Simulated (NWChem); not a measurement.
System meant: CBrCuO; SMILES [O+]#[C-]->[Cu][Br]

The following NWChem deck was run.

```
start job
memory heap 200 mb stack 900 mb global 1100 mb
geometry units angstroms noautoz
  Cu    -0.000140     0.539497     0.000000
  Br    -0.000014    -1.674668     0.000000
  O     -0.000712     3.478063     0.000000
  C     -0.000183     2.329131     0.000000
end
basis spherical
  Cu library 6-31g*
  Br library 6-31g*
  O library 6-31g*
  C library 6-31g*
end
dft
  xc b3lyp
  iterations 150
end
tddft
  cis
  nroots 4
  notriplet
end
task tddft energy
```

End of the output:

```
 Vector   42  Occ=0.000000D+00  E= 2.410829D-03  Symmetry=a1
              MO Center=  2.3D-08,  2.3D-08,  5.2D-02, r^2= 5.5D+00
   Bfn.  Coefficient  Atom+Function         Bfn.  Coefficient  Atom+Function
  ----- ------------  ---------------      ----- ------------  ---------------
    14      1.350482  1 Cu s                 86     -0.508065  4 C  s
    48     -0.502333  2 Br s                 51     -0.436545  2 Br pz
    20      0.277804  1 Cu d  0              17     -0.272552  1 Cu pz
    47     -0.261363  2 Br pz                44      0.257998  2 Br s
     6      0.167145  1 Cu s                 72      0.158502  3 O  s

 center of mass
 --------------
 x =   0.00000000 y =   0.00000000 z =  -0.15201070

 moments of inertia (a.u.)
 ------------------
        1783.656610313105           0.000000000000           0.000000000000
           0.000000000000        1783.656610313105           0.000000000000
           0.000000000000           0.000000000000           0.000000000000

     Multipole analysis of the density
     ---------------------------------

     L   x y z        total         alpha         beta         nuclear
     -   - - -        -----         -----         ----         -------
     0   0 0 0     -0.000000    -39.000000    -39.000000     78.000000

     1   1 0 0     -0.000000     -0.000000     -0.000000      0.000000
     1   0 1 0     -0.000000     -0.000000     -0.000000      0.000000
     1   0 0 1      1.472037      0.736019      0.736019     -0.000000

     2   2 0 0    -30.991468    -15.495734    -15.495734      0.000000
     2   1 1 0     -0.000000     -0.000000     -0.000000      0.000000
     2   1 0 1      0.000000      0.000000      0.000000      0.000000
     2   0 2 0    -30.991468    -15.495734    -15.495734      0.000000
     2   0 1 1     -0.000000     -0.000000     -0.000000      0.000000
     2   0 0 2    -33.654262   -438.044134   -438.044134    842.434007

 ------------------------------------------------------------------------
 tddft_init: non-Abelian symmetry not permitted                   0
 ------------------------------------------------------------------------
 ------------------------------------------------------------------------
  current input line :
    24: task tddft energy
 ------------------------------------------------------------------------
 ------------------------------------------------------------------------
 There is an error related to the specified geometry
 ------------------------------------------------------------------------
 For more information see the NWChem manual at https://nwchemgit.github.io

0:tddft_init: non-Abelian symmetry not permitted:Received an Error in Communication
```

Question: Can this run be used? If not, why, and what is the fix?

Answer: The program stopped with an error. Cause: the TDDFT module takes Abelian point groups alone, and the geometry was found to have a non-Abelian one. This input runs:
```
start job
memory heap 200 mb stack 900 mb global 1100 mb
geometry units angstroms noautosym nocenter noautoz
  Cu    -0.000140     0.539497     0.000000
  Br    -0.000014    -1.674668     0.000000
  O     -0.000712     3.478063     0.000000
  C     -0.000183     2.329131     0.000000
end
basis spherical
  Cu library 6-31g*
  Br library 6-31g*
  O library 6-31g*
  C library 6-31g*
end
dft
  xc b3lyp
  iterations 150
end
tddft
  cis
  nroots 4
  notriplet
end
task tddft energy
```
It converges to -4327.54298 Ha (B3LYP/6-31G* (spherical d), TDA).
